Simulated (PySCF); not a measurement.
## NMR data sheet: C5H9ClOSi2

- Formula: C5H9ClOSi2
- SMILES: C#C/C=C/O[SiH2][C@H]([SiH3])Cl
- Point group of the computed structure: C1
- Degrees of unsaturation: 3
- Carbon signals: 5
- Proton signals: 7

Molfile (atoms numbered from 1):
```
C5H9ClOSi2
     RDKit          3D

 18 17  0  0  0  0  0  0  0  0999 V2000
    4.9167    0.2655    0.7399 C   0  0  0  0  0  0  0  0  0  0  0  0
    3.7616    0.2356    0.4118 C   0  0  0  0  0  0  0  0  0  0  0  0
    2.4168    0.2423   -0.0010 C   0  0  0  0  0  0  0  0  0  0  0  0
    1.5402   -0.6928    0.3657 C   0  0  0  0  0  0  0  0  0  0  0  0
    0.2602   -0.6622   -0.0498 O   0  0  0  0  0  0  0  0  0  0  0  0
   -1.0056   -1.6139    0.3238 Si  0  0  0  0  0  4  0  0  0  0  0  0
   -2.3652   -0.8539   -0.7566 C   0  0  2  0  0  0  0  0  0  0  0  0
   -2.7410    1.0065   -0.5342 Si  0  0  0  0  0  4  0  0  0  0  0  0
   -3.8673   -1.7506   -0.3498 Cl  0  0  0  0  0  0  0  0  0  0  0  0
    5.9239    0.2836    1.0316 H   0  0  0  0  0  0  0  0  0  0  0  0
    2.1081    1.0551   -0.6442 H   0  0  0  0  0  0  0  0  0  0  0  0
    1.8202   -1.5165    1.0106 H   0  0  0  0  0  0  0  0  0  0  0  0
   -1.3370   -1.5113    1.7447 H   0  0  0  0  0  0  0  0  0  0  0  0
   -0.7483   -3.0101   -0.0341 H   0  0  0  0  0  0  0  0  0  0  0  0
   -2.1843   -1.0738   -1.8085 H   0  0  0  0  0  0  0  0  0  0  0  0
   -3.0280    1.2472    0.8784 H   0  0  0  0  0  0  0  0  0  0  0  0
   -3.9059    1.3244   -1.3599 H   0  0  0  0  0  0  0  0  0  0  0  0
   -1.5739    1.7664   -0.9802 H   0  0  0  0  0  0  0  0  0  0  0  0
  1  2  3  0
  2  3  1  0
  3  4  2  0
  4  5  1  0
  5  6  1  0
  6  7  1  0
  7  8  1  0
  7  9  1  0
  1 10  1  0
  3 11  1  0
  4 12  1  0
  6 13  1  0
  6 14  1  0
  7 15  1  6
  8 16  1  0
  8 17  1  0
  8 18  1  0
M  END
```

Computed data (PySCF): geometry from GFN2-xTB, GIAO PBE0/pcSseg-1 shieldings. No solvent model, no relativistic terms, a single conformation, averaged over atoms made equivalent by symmetry, fast rotation or ring inversion.

Scale: TMS for $^{1}$H (σref 31.72), $^{13}$C (σref 186.93), $^{29}$Si (σref 349.16); $^{17}$O (σref 336.08) against H2O (reference shieldings calculated alike).

```tsv
carbon	δC, type	δH (multiplicity)	HMBC from (2–3 bonds)	span of the C tensor (ppm)
C1	88.9, CH	2.61 (d)	H11	178
C2	83.2, C	–	H12, H11, H10	297
C3	100.7, CH	5.48 (m)	H12, H10	163
C4	160.1, CH	7.02 (d)	H11, H14, H13	189
C7	24.2, CH	2.97 (m)	H14, H13, H16/H17/H18	70
```

Other nuclei:
| atoms | nucleus | environment | δ (ppm) | σ (ppm) |
| --- | --- | --- | --- | --- |
| H14 | $^{1}$H | hydrogen on a silicon bonded to C, O | 5.04 | 26.68 |
| H13 | $^{1}$H | hydrogen on a silicon bonded to C, O | 4.72 | 27.00 |
| H16/H17/H18 | $^{1}$H | hydrogen on a silicon bonded to C | 4.16 | 27.56 |
| Si6 | $^{29}$Si | silicon bonded to C, O, 2 H | -25.2 | 374.4 |
| Si8 | $^{29}$Si | silicon bonded to C, 3 H | -63.5 | 412.7 |
| O5 | $^{17}$O | oxygen bonded to C, Si | 120.7 | 215.4 |

- Carbon types of the structure: 1 × C, 4 × CH, leaving 5 H on heteroatoms.
- δC 160.1: alkene carbon bearing oxygen; an sp2 carbon further deshielded by the attached heteroatom.
- δC 100.7: β carbon of an enol-ether or enamine type C=C; the O or N lone pair pushes π density onto this β carbon and shields it.
- δC 88.9: terminal alkyne carbon; sp carbons lie upfield of alkene carbons because the cylindrical π system leaves one tensor component strongly shielded.
- δC 83.2: alkyne carbon; the triple bond shields along its axis, which puts it between sp3 and sp2 carbons.
- δH 2.97: hydrogen on an sp3 CH bonded to Cl and 2 Si; its carbon carries Cl, hence the downfield position.

Carbons that carry Cl, above all several Cl atoms, come out too deshielded, partly because spin–orbit coupling is missing. Shifts are as computed. Against solution values, carbons near 30 ppm lie about +3 ppm off and those near 130 ppm about +5 ppm; carbons on Cl a further +6 ppm. Of 1211 compounds with measured shifts, 218 miss one by over three times the rms of a fit or turn the order of signals round; such compounds aren't used in these exercises. Experimental scales use liquid or dissolved standards, which lie at an offset from isolated H2O (liquid H2O: subtract about 36 ppm). Multiplicities follow the n + 1 count of equivalent neighbours, as no J values were calculated; m marks all less simple cases, F and P coupling included.
